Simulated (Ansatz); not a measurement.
Reaction (redistribution): `[F][Sn]([F])([F])[Cl]` + `CC[SiH2][SiH3]` → `[CH3][Sn]([F])([F])[Cl]` + `FC[SiH2][SiH3]`

Program: Ansatz. Geometries: PBE0-D4/def2-TZVP. ΔE: electronic, gas phase. CCSD(T)/CBS adds triple-zeta CCSD(T) − MP2 to the extrapolated MP2 energy (def2 sets, frozen cores). DFT in def2-TZVPP. def2 core potentials past Kr. For Sn outer-core shells are correlated without core-valence functions, which leaves a few kJ/mol of doubt a bond. One conformer a species, not always the lowest.

```csv
level,ΔE (eV)
PBE,0.78
CCSD/def2-TZVPP,0.84
```

Question: What does CCSD(T)/CBS give? (Estimate.)

Answer: The calculation gave: +0.89 eV. The listed levels differ from it by -0.11, -0.05 eV.

Largest T1 diagnostic among the species: 0.014.

The D4 term adds +0.03 eV with B3LYP and +0.02 eV with PBE0; it sums over pairs of atoms, weighted by their polarisabilities, and B3LYP, whose exchange is more repulsive, gets the larger term.

B3LYP here is the variant with VWN-RPA as its local correlation; programs differ in this.
